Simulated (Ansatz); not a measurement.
```yaml
crystal:
  periodic: [false, false, false]
  atoms:
    - {symbol: Si, position_ang: [1.109359, -0.201727, 0.554036]}
    - {symbol: Si, position_ang: [2.248692, -0.246337, -2.410397]}
    - {symbol: Si, position_ang: [1.413198, -1.427372, 3.246363]}
    - {symbol: Si, position_ang: [-1.895559, 1.609143, -2.578910]}
    - {symbol: Si, position_ang: [-1.511696, -2.889700, -1.089861]}
    - {symbol: Si, position_ang: [-0.685286, 2.169463, 1.713307]}
    - {symbol: Si, position_ang: [-1.406848, -1.641999, 1.811279]}
    - {symbol: Si, position_ang: [2.707847, 2.147005, -0.702757]}
    - {symbol: O, position_ang: [-2.744437, -3.707235, -1.831074]}
    - {symbol: O, position_ang: [-0.989032, -1.651884, -2.058151]}
    - {symbol: O, position_ang: [1.281791, -0.157236, -3.738065]}
    - {symbol: O, position_ang: [-0.328713, -3.915097, -0.569798]}
    - {symbol: O, position_ang: [-2.413449, -2.239552, 0.253327]}
    - {symbol: O, position_ang: [-2.573709, -0.561902, 2.231456]}
    - {symbol: O, position_ang: [-0.111209, -1.531642, 0.760483]}
    - {symbol: O, position_ang: [-1.595817, -3.115377, 2.541459]}
    - {symbol: O, position_ang: [-0.229219, -0.956913, 3.333587]}
    - {symbol: O, position_ang: [-2.262535, 0.282303, -3.483166]}
    - {symbol: O, position_ang: [-2.809154, 2.889527, -3.103865]}
    - {symbol: O, position_ang: [-0.243261, 1.879077, -2.770326]}
    - {symbol: O, position_ang: [1.342845, -0.705457, -1.064975]}
    - {symbol: O, position_ang: [-2.207241, 1.465826, -0.937190]}
    - {symbol: O, position_ang: [-2.359057, 2.166636, 1.654742]}
    - {symbol: O, position_ang: [-0.006101, 3.613502, 1.340946]}
    - {symbol: O, position_ang: [-0.212025, 0.895374, 0.772217]}
    - {symbol: O, position_ang: [-0.309578, 1.683801, 3.296906]}
    - {symbol: O, position_ang: [2.278631, -0.863574, 4.538550]}
    - {symbol: O, position_ang: [3.409522, -1.405039, -2.627908]}
    - {symbol: O, position_ang: [2.046155, -0.845552, 1.847624]}
    - {symbol: O, position_ang: [1.192821, -3.072979, 3.374644]}
    - {symbol: O, position_ang: [2.935563, 1.253791, -2.087511]}
    - {symbol: O, position_ang: [1.450882, 3.289920, -0.973397]}
    - {symbol: O, position_ang: [2.236899, 1.157978, 0.490271]}
    - {symbol: O, position_ang: [4.011027, 3.121581, -0.396935]}
    - {symbol: H, position_ang: [-2.551082, -4.085826, -2.704928]}
    - {symbol: H, position_ang: [-0.090543, -1.306408, -1.777468]}
    - {symbol: H, position_ang: [0.664216, 0.617791, -3.644138]}
    - {symbol: H, position_ang: [0.254101, -3.405020, 0.036818]}
    - {symbol: H, position_ang: [-3.304384, -2.616633, 0.394721]}
    - {symbol: H, position_ang: [-2.588168, 0.388144, 1.952654]}
    - {symbol: H, position_ang: [-0.823924, -3.352834, 3.095544]}
    - {symbol: H, position_ang: [-0.373284, 0.032493, 3.489066]}
    - {symbol: H, position_ang: [-1.847366, -0.544015, -3.121971]}
    - {symbol: H, position_ang: [-3.314737, 2.677903, -3.908302]}
    - {symbol: H, position_ang: [0.224768, 2.494371, -2.156368]}
    - {symbol: H, position_ang: [-1.499360, 0.961445, -0.461530]}
    - {symbol: H, position_ang: [-2.654471, 2.215000, 0.706366]}
    - {symbol: H, position_ang: [0.552634, 3.589820, 0.519606]}
    - {symbol: H, position_ang: [-0.559179, 2.300852, 4.007887]}
    - {symbol: H, position_ang: [2.833343, -0.094557, 4.313788]}
    - {symbol: H, position_ang: [3.666869, -1.527114, -3.558061]}
    - {symbol: H, position_ang: [1.983545, -3.632535, 3.288098]}
    - {symbol: H, position_ang: [1.780079, 4.120943, -1.367438]}
    - {symbol: H, position_ang: [4.875623, 2.677840, -0.441219]}
basis:
  gaussian: {orbitals: 6-31G}
total_charge: -1
magnetization: {spin_polarized: false, initial_magnetization: 1}
hamiltonian: {xc: {name: PBE0}}
correlation: {method: rpa}
scf: {lower_state_search: off}
```

```sh
$ ansatz run in.yaml --threads 2 --pin off --events-out ev --progress --plain --max-ram 22528MiB --backend cuda --devices 0, --max-vram 18GiB
```

Output, abridged:

```
Functional definition: PBE0
3710 factors; integrals over basis functions are off by at most 2.4e-4 eV
mean field evaluation 1: about -116427.7465 eV, gradient 1.9e2 eV
mean field evaluation 2: about -116427.6746 eV, gradient 1.9e2 eV
mean field evaluation 4: about -116492.3182 eV, gradient 1.7e1 eV
mean field evaluation 8: about -116492.8513 eV, gradient 1.5e0 eV
mean field evaluation 16: about -116492.8555 eV, gradient 4.6e-4 eV
mean field -116492.85548866 eV, -4281.0334775147 hartree, gradient 4.2e-6 eV, S^2 0.750000; 0 other end points of the search recorded, 0 dependent functions left out
66 core orbitals not correlated: weight in the atoms' cores, before any rotation towards them, 1.000 or more for the frozen orbitals, at most 0.000 for the correlated occupied ones
reference -116178.13471492 eV, -4269.4677024053 hartree; 105, 104 occupied and 207, 208 virtual orbitals, 3710 factors
Total energy: -116307.82506120 eV, -4274.2337347239 hartree
Checks for a lower state left out: stability, starts, cluster_reference, orbital_swaps, neighbouring_geometries, increment
```

Run time 13 s (2 threads of AMD EPYC 7R13 on a shared host and a share (18 GiB) of an NVIDIA H100 80GB HBM3), peak host memory 1.9 GiB.

Correlated methods freeze 66 core orbitals. The highest occupied level of an anion often lies above zero with these methods, and sets without diffuse functions describe the outer electron poorly.

With spin_polarized false and unpaired electrons the run is restricted open-shell.
